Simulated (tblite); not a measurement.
C₆H₁₂Ge.
Cartesian coordinates in Å at the GFN2-xTB level; atoms count from 1:
```xyz
19
C6H12Ge angstrom
C     -1.9838   -0.6854    0.2014
C     -1.1930   -0.6206   -1.1193
C     -0.1342    0.4725   -0.8297
C      1.2338   -0.0864   -0.5512
C      2.1649    0.6178    0.3854
C      1.5653   -0.6982    0.7736
Ge    -1.2411    1.0825    0.7276
H     -3.0555   -0.8133    0.0691
H     -1.6247   -1.4931    0.8371
H     -1.8446   -0.3021   -1.9331
H     -0.7463   -1.5741   -1.4032
H     -0.0528    1.1802   -1.6602
H      1.6861   -0.5523   -1.4230
H      1.7934    1.5059    0.8796
H      3.2170    0.6595    0.1464
H      0.8029   -0.6972    1.5409
H      2.2032   -1.5692    0.7969
H     -2.1253    2.2752    0.4375
H     -0.6750    1.3073    2.1168
```

Computed with GFN2-xTB (tblite): harmonic, unscaled wavenumbers at the GFN2-xTB geometry, gas phase. The method is semi-empirical: single wavenumbers can be off by several per cent or more. Modes of hydrogen on germanium can be 10 to 20 % off. One conformer, not necessarily the lowest.

Harmonic wavenumbers (cm⁻¹): 80.7, 103.0, 146.7, 228.7, 349.9, 365.6, 424.3, 475.6, 501.8, 550.3, 605.5, 689.3, 745.4, 790.3, 820.7, 833.5, 858.6, 916.3, 971.8, 983.8, 1017.8, 1046.1, 1058.4, 1066.7, 1077.5, 1102.6, 1132.7, 1139.9, 1152.7, 1173.8, 1219.6, 1254.2, 1286.6, 1293.5, 1383.4, 1431.1, 1452.6, 1487.8, 1492.0, 1841.5, 1939.9, 2912.4, 2969.7, 2986.2, 2988.1, 2996.7, 3001.0, 3051.3, 3057.2, 3082.6, 3095.3.

A = 2898, B = 1436, C = 1176 MHz; mass 158.015 u (most abundant isotopes); point group C1, symmetry number 1.

Q: What is the zero-point energy?

A: ½Σν̃ = 34316 cm⁻¹ = 410.52 kJ/mol.

Q: What is S at 350 K and 1 bar for an ideal gas of classical rigid rotors and harmonic oscillators?

A: Translation 175.33, rotation 121.56, vibration 102.70: S = 399.6 J/(mol K).

Q: And Cp and H(350 K) − H(0)?

A: Cp = 167.11 J/(mol K), of which vibrations give 133.85 (their classical limit is 51 R = 424.0); H(350 K) − H(0) = 32.25 kJ/mol without the zero-point energy, 20.61 from vibrations.

Q: What must be added to the electronic energy to get the Gibbs energy at 350 K and 1 bar?

A: ZPE + [H(350 K) − H(0)] − T·S = 410.52 + 32.25 − 139.85 = 302.92 kJ/mol.

Q: Blend soft modes into free rotors: weight 1/[1 + (100 cm⁻¹/ν̃)⁴] for the oscillator and the rest for a rotor with moment μB/(μ + B), μ = h/(8π²ν), B = 10⁻⁴⁴ kg m². What vibrational entropy results?

A: 98.20 J/(mol K) in place of 102.70, which changes −T·S at 350 K by +1.57 kJ/mol.

Hindered rotation and anharmonicity are outside this model. Other conformers, if any are populated, would add a mixing term that is left out. The structure is chiral; the term R ln 2 for an equal mix with its mirror image is left out.
